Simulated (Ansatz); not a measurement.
VOF, SMILES [O]=[V][F] (connectivity only; charge and spin as stated), neutral, multiplicity 3.

Geometry: B3LYP-D3(BJ)/def2-TZVP. The spin state was assumed, not searched.

Two levels are set side by side: PBE/def2-TZVPD (Ansatz, a first-principles code) and CAM-B3LYP/def2-TZVPD (Ansatz). Energy differences of separate SCF runs at the same geometry; the states with an electron removed or added have multiplicity 2 and 4. Differences are taken from unrounded values.

```csv
quantity,CAM-B3LYP,PBE,PBE minus CAM-B3LYP
vertical ionisation energy (eV),9.74,9.02,-0.72
vertical electron affinity (eV),1.55,1.52,-0.03
```
